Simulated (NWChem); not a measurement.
All runs are NWChem calculations. System: ClIn, charge 1, spin multiplicity 2, at the geometry of a parent with another charge or spin, in a state set for the comparison that need not be this species' ground state. Its SCF solution wasn't tested for a lower state. Level: UMP2/def2-TZVP with def2 effective core potentials on In, 9 core orbitals frozen.

Job file:

```
start mol
memory heap 200 mb stack 900 mb global 1100 mb
charge 1
geometry units angstroms nocenter noautoz
  In     0.000000     0.000000    -0.630692
  Cl     0.000000     0.000000     1.817878
  symmetry group C2v
end
basis spherical
  * library def2-tzvp
end
ecp
  In library def2-ecp
end
scf
  uhf
  nopen 1
  maxiter 100
  thresh 1e-7
  semidirect memsize 60000000 filesize 0
  # guess.movecs holds the orbitals of an unrestricted PBE0 run
  vectors input guess.movecs output mol.movecs
end
mp2
  freeze core 9
end
task mp2 energy
```

Output (cleaned and shortened):

```
             Northwest Computational Chemistry Package (NWChem) 7.3.0
             --------------------------------------------------------

                                NWChem Input Module
                                -------------------

 Scaling coordinates for geometry "geometry" by  1.889725989
 (inverse scale =  0.529177249)

 Turning off AUTOSYM since
 SYMMETRY directive was detected!

                             Geometry "geometry" -> ""
                             -------------------------

 Output coordinates in angstroms (scale by  1.889725989 to convert to a.u.)

  No.       Tag          Charge          X              Y              Z
 ---- ---------------- ---------- -------------- -------------- --------------
    1 In                  49.0000     0.00000000     0.00000000    -0.63069200
    2 Cl                  17.0000     0.00000000     0.00000000     1.81787800

 Effective nuclear repulsion energy (a.u.)     180.0253406751

            Nuclear Dipole moment (a.u.)
            ----------------------------
        X                 Y               Z
 ---------------- ---------------- ----------------
     0.0000000000     0.0000000000     0.0000340151

      Symmetry information
      --------------------

 Group name             C2v
 Group number             16
 Group order               4
 No. of unique centers     2

      Symmetry unique atoms

     1    2


 Summary of "ao basis" -> "" (spherical)
 ------------------------------------------------------------------------------
       Tag                 Description            Shells   Functions and Types
 ---------------- ------------------------------  ------  ---------------------
 *                         def2-tzvp                  on all atoms

 Summary of "ao basis" -> "ao basis" (spherical)
 ------------------------------------------------------------------------------
       Tag                 Description            Shells   Functions and Types
 ---------------- ------------------------------  ------  ---------------------
 In                        def2-tzvp                16       50   6s5p3d2f
[...]
  AO/Fock/Back tols     =   1.0D-09  1.0D-09  1.0D-09

 GA uses MA = F    GA memory limited = T

 Available:
  local mem=  1.26D+08
 global mem=  1.44D+08
 local disk=  0.00D+00
  mp2_memr nvloc                    68
  nvloc new                    68
   1 passes of  10:        4194304                      49427                   8747758.
   1 passes of  10: M    126138050           G      144164062           F     121943746.

 Semi-direct pass number   1 of   1  for UHF alpha       at        2.0s
  vrange nnbf                  3778
  mp2_eaftype                    33  avail_ma_in_mb                  1099
 EAF : mp2_eaftype filesize          33    4373879.
  mp2_eaf for mointskh                     33
Node 0 wrote     20.6 Mb in      0.0 s     Agg I/O rate:  1461.1 Mb/s
 Done moints_semi at        4.6s
  mp2_eaftype                    33  avail_ma_in_mb                  1066
 EAF : mp2_eaftype filesize          33    4373879.
  mp2_eaf for kh                    33
 Done maket at        4.7s
 Done multipass loop at        4.7s

 GA uses MA = F    GA memory limited = T

 Available:
  local mem=  1.26D+08
 global mem=  1.44D+08
 local disk=  0.00D+00
  mp2_memr nvloc                    69
  nvloc new                    69
   1 passes of   9:        4194304                      46478                   7989891.
   1 passes of   9: M    126138050           G      144164062           F     121943746.

 Semi-direct pass number   1 of   1  for UHF beta        at        4.7s
  vrange nnbf                  3778
  mp2_eaftype                    30  avail_ma_in_mb                  1099
 EAF : mp2_eaftype filesize          30    3994946.
  mp2_eaf for mointskh                     30
Node 0 wrote     18.8 Mb in      0.0 s     Agg I/O rate:  1704.4 Mb/s
 Done moints_semi at        6.8s
  mp2_eaftype                    30  avail_ma_in_mb                  1069
 EAF : mp2_eaftype filesize          30    3994946.
  mp2_eaf for kh                    30
 Done maket at        6.9s
 Done multipass loop at        6.9s

          -------------------------------------------
          SCF energy                -648.465263278312
          Correlation energy          -0.409512588863
          Singlet pairs                0.000000000000
          Triplet pairs                0.000000000000
          Total MP2 energy          -648.874775867175
          -------------------------------------------

          ---------------------------------------------------
                    Spin Component Scaled (SCS) MP2
          Same spin pairs                     -0.125293731766
          Same spin scaling factor             0.333333333333
          Opposite spin pairs                 -0.284218857097
          Opposite spin scaling fact.          1.200000000000
          SCS-MP2 correlation energy          -0.382827205772
          Total SCS-MP2 energy              -648.848090484084
          ---------------------------------------------------

 -----------------------
 Performance information
 -----------------------

 Timer overhead =  1.05D-07 seconds/call

               Nr. of calls         CPU time (s)                 Wall time (s)                GFlops
             ---------------    -------------------     ------------------------------   -------------------
Name         Min   Avg   Max    Min     Avg     Max     Min     Avg     Max   Mx/calls   Min     Max     Sum
mp2: moin     2     2     2    4.7     4.7     4.7      4.7     4.7     4.7     2.4      0.0     0.0     0.0
mp2: make     2     2     2   0.14    0.14    0.14     0.14    0.14    0.14    7.08E-2   0.0     0.0     0.0
mp2: tota     1     1     1    5.0     5.0     5.0      5.0     5.0     5.0     5.0      0.0     0.0     0.0

 The average no. of pstat calls per process was 5.00D+00
 with a timing overhead of 5.27D-07s

 Task  times  cpu:        6.9s     wall:        6.9s

 Total times  cpu:        6.9s     wall:        6.9s
```
